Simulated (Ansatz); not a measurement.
Mulliken charges of BrCu, SMILES `[Cu][Br]` from B3LYP/def2-TZVPP in Ansatz (PBE0-D4/def2-TZVP geometry).

```
atom   x (Å)   y (Å)   z (Å)  charge (e)
 Cu1   0.954  -0.364   0.476       0.386
 Br2  -0.925   0.303  -0.471      -0.386
```

Q: By hand: the dipole of these point charges (1 e Å = 4.8032 D).

A: Σ q r = (0.725, -0.257, 0.366) e Å, of length 0.852 e Å = 4.09 D.

Q: How does the dipole of the full density compare? (Estimate.)

A: Computed: (0.831, -0.295, 0.419) e Å, 4.69 D; the point charges give 0.87 times that, at 0° from its direction.

Point charges leave out the atoms' own dipoles, such as those of lone pairs, and Mulliken's split depends on the basis, so the close match here is no proof of good charges.

B3LYP here is the variant with VWN-RPA as its local correlation; programs differ in this.
